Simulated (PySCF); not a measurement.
HCu(OH) (doublet). Computed with PySCF, UPBE0, basis Cu def2-TZVP, H def2-TZVP, O def2-TZVP (no relativity, density fitting).

Harmonic bands of its minimum:

```tsv
ω (cm⁻¹)	IR (km/mol)
353	70.8
497	132
635	48.1
677	82.8
1884	73.4
3870	106
```

**Question.** The central atom is Cu. Infer the point group and assign the bands.

**Answer.** C1. The modes span 6a: 353 a, 497 a, 635 a, 677 a, 1884 a, 3870 a. The computed geometry has Cu–H 1.495 Å, Cu–O 1.769 Å, O–H 0.962 Å; Cu–O–H 115.7°, H–Cu–O 139.3°.

Only a few start shapes were tried, so a lower isomer may exist. With open d or f shells other occupations or spin states may lie lower.
